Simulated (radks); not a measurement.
Yb XXXV, configuration [Kr].

Method: scalar-relativistic Kohn-Sham, SCAN, spin-polarised, spherical densities, finite nucleus; meta-GGA in the generalised Kohn-Sham scheme; Fermi nuclear charge, rms radius 5.3108 fm; computed with a radial shooting solver on a logarithmic mesh with Libxc functionals.

Energy parts (eV):
total: -365082.91
kinetic: 399415.59
electron-nucleus: -844531.12
Hartree: 86561.89
exchange-correlation: -6529.28

Orbitals (lengths in bohr, moments of r in powers of bohr):
orbital,occ.,eigenvalue (eV),<r^2>,<1/r>
1s,2,-62704.05,0.0005301,80.62
2s,2,-11808.49,0.008193,18.83
2p,6,-10570.08,0.006704,17.27
3s,2,-3707.104,0.05235,7.045
3p,6,-3330.467,0.05257,6.561
3d,10,-2881.571,0.04335,6.207
4s,2,-1657.191,0.2171,3.318
4p,6,-1517.324,0.2307,3.121

The highest occupied level is 4p at -1517.3 eV. For comparison, the ionisation energy in NIST's Atomic Spectra Database is 1516 eV (theoretical). In exact Kohn-Sham theory the highest level is minus the ionisation energy, but local and semilocal functionals leave it too shallow, through self-interaction and a potential that decays too fast; potentials with the right tail come closer.
